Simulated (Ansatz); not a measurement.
Frontier orbitals of CH$_{6}$GeO, SMILES `C[O][GeH3]`.

| atom | x (Å) | y (Å) | z (Å) |
| --- | --- | --- | --- |
| C1 | -0.2969 | -1.2865 | 0.3762 |
| O2 | 0.5543 | -0.2049 | 0.6614 |
| Ge3 | 0.3644 | 1.2776 | -0.3041 |
| H4 | -0.0449 | -2.1045 | 1.0554 |
| H5 | -0.1757 | -1.6499 | -0.6535 |
| H6 | -1.3552 | -1.0330 | 0.5271 |
| H7 | 0.6034 | 0.9415 | -1.7897 |
| H8 | 1.4185 | 2.2428 | 0.2441 |
| H9 | -1.0679 | 1.8169 | -0.1170 |

Total charge 0; spin multiplicity 1. Correlated methods include outer-core shells of Ge, which these sets cover unevenly. Scalar relativity is left out up to krypton. The geometry is a stationary point of PBE0-D4/def2-TZVP. Basis def2-TZVPP, Ansatz 0.2.0.

```csv
functional,HOMO (eV),LUMO (eV)
PBE,-6.21,-0.57
```

**Question.** Give HOMO and LUMO (eV) with LDA (SPW92), revPBE, BLYP, r2SCAN, B97M-V, PBE0, B3LYP, r2SCANh, r2SCAN0, HSE06 (plane-wave form), BHLYP, CAM-B3LYP, LC-ωPBE, ωB97X-V, ωB97M-V, HF. (Estimate.)

**Answer.** Ansatz gave: 
```tsv
functional	HOMO	LUMO
LDA (SPW92)	-6.31	-0.86
revPBE	-6.17	-0.43
BLYP	-6.13	-0.47
r2SCAN	-6.54	-0.20
B97M-V	-6.72	-0.39
PBE0	-7.77	0.31
B3LYP	-7.54	0.06
r2SCANh	-7.12	0.10
r2SCAN0	-8.00	0.53
HSE06 (plane-wave form)	-7.36	-0.06
BHLYP	-9.28	1.15
CAM-B3LYP	-9.21	1.28
LC-ωPBE	-10.52	2.53
ωB97X-V	-10.23	2.35
ωB97M-V	-10.15	2.08
HF	-11.69	3.37
```

B3LYP here is the variant with VWN-RPA as its local correlation; programs differ in this. LC-ωPBE has ω = 0.4 bohr⁻¹. Positive LUMOs are unbound and depend on the basis.
